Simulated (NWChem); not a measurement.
Molecule: thienothiophene (C6H4S2); SMILES c1cc2sccc2s1

B3LYP is NWChem's, with the RPA form of VWN correlation.

Q: Give the equilibrium geometry at B3LYP/6-31G* (spherical d) (NWChem) as a list of bonds and angles, with the point group.

A: point group C2h; any orientation.
Bond lengths (Å): C1–C2 1.367, C1–S8 1.751, C1–H9 1.082, C2–C3 1.427, C2–H10 1.084, C3–S4 1.744, C3–C7 1.391, S4–C5 1.751, C5–C6 1.367, C5–H11 1.082, C6–C7 1.427, C6–H12 1.084, C7–S8 1.744. Bond angles (°): C2–C1–S8 113.2, C2–C1–H9 127.6, S8–C1–H9 119.2, C1–C2–C3 111.2, C1–C2–H10 123.7, C3–C2–H10 125.1, C2–C3–S4 135.2, C2–C3–C7 114.2, S4–C3–C7 110.6, C3–S4–C5 90.9, S4–C5–C6 113.2, S4–C5–H11 119.2, C6–C5–H11 127.6, C5–C6–C7 111.2, C5–C6–H12 123.7, C7–C6–H12 125.1, C3–C7–C6 114.2, C3–C7–S8 110.6, C6–C7–S8 135.2, C1–S8–C7 90.9.
